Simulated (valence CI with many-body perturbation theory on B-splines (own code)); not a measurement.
E1 line list for Pb LXIX

Computed by valence CI with perturbative core correlation (CI+MBPT): four valence electrons over a frozen Dirac-Fock core [Ne], radial functions for each j: 11 s, 11 p, 9 d, 7 f, 5 g, 2 h, 1 i, with the one-electron correlation potential Σ1, the two-electron term Σ2, the three-electron term Σ3, Breit, model QED; selected CI, second order for the rest (own B-spline code, finite nucleus).

No measured spectrum was set against this ion. As an estimate, large intervals hold to a few tenths of a per cent, small ones and those within an open d or f shell to about a per cent.

Lines 51 to 100 of 273 in falling wavelength, among levels below 137.60 Ry, chosen from the strongest by gf and those to the six lowest levels. Wavelengths and rates use the calculated energies. Electric multipoles are in the length gauge, E1 and E2 with the static RPA response of the core. Weak lines are less certain than strong ones. Lines between different terms over intervals too small for the method are left out, as are lines whose strength nearly cancels. The highest levels of a list are the least certain.

Levels are named by their leading jj configuration (3d3/2^4 stands for four electrons in 3d with j = 3/2), which in mixed levels can hold well under half, so a name can repeat and another be missing. Letters in brackets count levels of one name in rising energy.

```csv
λ vac (Å),Upper,Lower,A (s⁻¹),log gf,Branch %
54.73,(3s 3p1/2 3d3/2^2) J=2,(3s 3p1/2 3p3/2 3d3/2) J=2 [b],2.72e+10,-1.21,1.1
54.46,(3s 3p1/2 3p3/2 3d5/2) J=3 [c],(3s^2 3p3/2 3d5/2) J=4,4.33e+10,-0.87,1.0
53.85,(3s 3p1/2^2 3p3/2) J=1,(3s^2 3p1/2 3p3/2) J=1,2.05e+10,-1.57,1.2
53.66,(3s 3p1/2 3p3/2 3d5/2) J=4 [c],(3s^2 3p3/2 3d5/2) J=4,2.58e+10,-1.00,0.9
53.59,(3s 3p1/2 3p3/2 3d3/2) J=2 [d],(3s^2 3p3/2 3d3/2) J=3,4.48e+10,-1.02,0.4
53.18,(3p1/2^2 3p3/2 3d3/2) J=1,(3p1/2^2 3p3/2^2) J=0,2.51e+10,-1.50,1.1
52.88,(3s 3p1/2^2 3d3/2) J=2,(3s 3p1/2^2 3p3/2) J=1,1.09e+10,-1.64,14.8
52.80,(3s 3p1/2 3p3/2 3d3/2) J=2 [a],(3s 3p1/2 3p3/2^2) J=2 [a],1.78e+10,-1.43,3.1
52.77,(3s 3p1/2 3p3/2^2) J=1 [b],(3s^2 3p3/2^2) J=2,2.40e+10,-1.52,0.3
52.72,(3p1/2^2 3p3/2 3d3/2) J=2,(3s 3p1/2 3p3/2 3d3/2) J=3 [a],5.27e+10,-0.96,8.5
52.47,(3s 3p1/2 3p3/2 3d3/2) J=2 [b],(3s 3p1/2 3p3/2^2) J=2 [b],2.92e+10,-1.22,0.9
52.14,(3p1/2^2 3p3/2 3d3/2) J=3,(3s 3p1/2 3p3/2 3d3/2) J=4,1.05e+11,-0.52,4.7
52.03,(3p1/2^2 3p3/2^2) J=2,(3s 3p1/2 3p3/2^2) J=3,9.04e+10,-0.74,3.3
51.59,(3s^2 3p1/2 3d3/2) J=2,(3s^2 3p1/2 3p3/2) J=2,1.38e+10,-1.56,97.8
51.30,(3p1/2^2 3p3/2 3d3/2) J=2,(3s 3p1/2 3p3/2 3d3/2) J=1 [a],1.53e+10,-1.52,2.5
49.88,(3p1/2^2 3p3/2 3d3/2) J=3,(3p1/2^2 3p3/2^2) J=2,1.10e+10,-1.54,0.5
49.78,(3p1/2^2 3p3/2 3d3/2) J=1,(3p1/2^2 3p3/2^2) J=2,9.87e+10,-0.96,4.3
49.46,(3s^2 3p1/2 3d3/2) J=2,(3s^2 3p1/2 3p3/2) J=1,3.13e+08,-3.24,2.2
49.32,(3p1/2^2 3p3/2 3d3/2) J=2,(3s 3p1/2 3p3/2 3d3/2) J=2 [a],1.44e+10,-1.58,2.3
49.06,(3s 3p1/2 3d3/2^2) J=2,(3p1/2^2 3p3/2^2) J=2,1.85e+10,-1.48,0.7
48.48,(3s 3p1/2^2 3d3/2) J=1,(3s 3p1/2^2 3p3/2) J=2,7.57e+09,-2.10,10.0
48.13,(3p1/2^2 3p3/2 3d3/2) J=0,(3s 3p1/2 3p3/2 3d3/2) J=1 [a],7.88e+10,-1.56,5.6
47.35,(3s 3p1/2 3d3/2^2) J=2,(3s 3p1/2 3p3/2 3d3/2) J=3 [a],1.84e+10,-1.51,0.7
46.91,(3s 3p1/2^2 3d3/2) J=2,(3s 3p1/2^2 3p3/2) J=2,1.51e+10,-1.60,20.6
42.34,(3s^2 3p1/2 3d3/2) J=1,(3s^2 3p1/2 3p3/2) J=2,8.76e+09,-2.15,0.1
40.90,(3s^2 3p1/2 3d3/2) J=1,(3s^2 3p1/2 3p3/2) J=1,3.00e+09,-2.65,0.0
35.95,(3s^2 3p3/2^2) J=2,(3s^2 3p1/2 3d3/2) J=2,2.66e+08,-3.59,5.2
35.07,(3s 3p1/2^2 3d5/2) J=3,(3s^2 3p1/2 3d3/2) J=2,1.54e+09,-2.70,0.4
34.92,(3s 3p1/2 3p3/2 3d5/2) J=1 [a],(3s 3p1/2 3p3/2^2) J=1 [b],5.60e+10,-1.51,6.6
33.94,(3s^2 3p3/2^2) J=2,(3s 3p1/2^2 3p3/2) J=1,8.42e+08,-3.14,16.4
33.55,(3s 3p1/2^2 3d5/2) J=2,(3s^2 3p1/2 3d3/2) J=2,2.99e+08,-3.60,0.1
32.90,(3s 3p1/2 3p3/2 3d5/2) J=1 [b],(3s 3p1/2 3p3/2^2) J=1 [b],7.80e+10,-1.42,4.1
32.85,(3s 3p1/2 3p3/2 3d5/2) J=2 [b],(3s 3p1/2 3p3/2^2) J=2 [b],1.20e+11,-1.01,5.5
32.15,(3s 3p1/2 3p3/2 3d5/2) J=3 [c],(3s 3p1/2 3p3/2^2) J=2 [b],3.71e+10,-1.39,0.9
32.11,(3s 3p1/2 3p3/2 3d5/2) J=1 [a],(3s 3p1/2 3p3/2^2) J=0,1.16e+11,-1.27,13.6
31.92,(3s^2 3p3/2^2) J=0,(3s 3p1/2^2 3p3/2) J=1,2.17e+09,-3.48,49.5
31.80,(3s^2 3p3/2 3d5/2) J=2,(3s^2 3p3/2^2) J=2,3.05e+11,-0.64,86.9
31.79,(3s 3p1/2^2 3d5/2) J=2,(3s 3p1/2^2 3p3/2) J=1,3.01e+11,-0.64,65.1
31.72,(3s 3p1/2 3p3/2 3d5/2) J=1 [c],(3s 3p1/2 3p3/2^2) J=1 [b],1.14e+11,-1.29,6.8
31.66,(3s^2 3d3/2 3d5/2) J=3,(3s^2 3p3/2 3d3/2) J=2,3.91e+11,-0.39,4.0
31.64,(3s 3p1/2 3p3/2 3d5/2) J=1 [b],(3s 3p1/2 3p3/2^2) J=2 [b],6.39e+10,-1.54,3.4
31.47,(3s^2 3p1/2 3d5/2) J=2,(3s^2 3p1/2 3p3/2) J=2,6.94e+10,-1.29,12.6
31.44,(3s 3p1/2 3p3/2 3d5/2) J=0,(3s 3p1/2 3p3/2^2) J=1 [b],5.63e+11,-1.08,24.8
31.37,(3s^2 3p3/2^2) J=2,(3s 3p1/2^2 3p3/2) J=2,1.76e+09,-2.89,34.4
31.33,(3s^2 3p1/2 3d5/2) J=3,(3s^2 3p1/2 3p3/2) J=2,3.87e+11,-0.40,100.0
31.30,(3s 3p1/2 3p3/2 3d5/2) J=2 [a],(3s 3p1/2 3p3/2^2) J=2 [a],3.04e+11,-0.65,26.6
31.23,(3s 3p1/2 3p3/2 3d5/2) J=3 [b],(3s 3p1/2 3p3/2^2) J=3,3.22e+11,-0.48,28.3
31.05,(3s^2 3d3/2 3d5/2) J=3,(3s^2 3p3/2 3d3/2) J=3,7.05e+10,-1.15,0.7
30.90,(3s 3p1/2 3p3/2 3d5/2) J=4 [b],(3s 3p1/2 3p3/2^2) J=3,3.12e+11,-0.40,47.7
30.79,(3s 3p1/2 3p3/2 3d5/2) J=2 [d],(3s 3p1/2 3p3/2^2) J=1 [b],5.73e+11,-0.39,8.1
```

(1) How does gf follow from A for the line at 49.46 Å?

## Answers

(1) gf = 1.4992 × (2J+1)_upper × A / σ², with σ = 2021847 cm⁻¹ and 2J+1 = 5: gf = 0.000575.
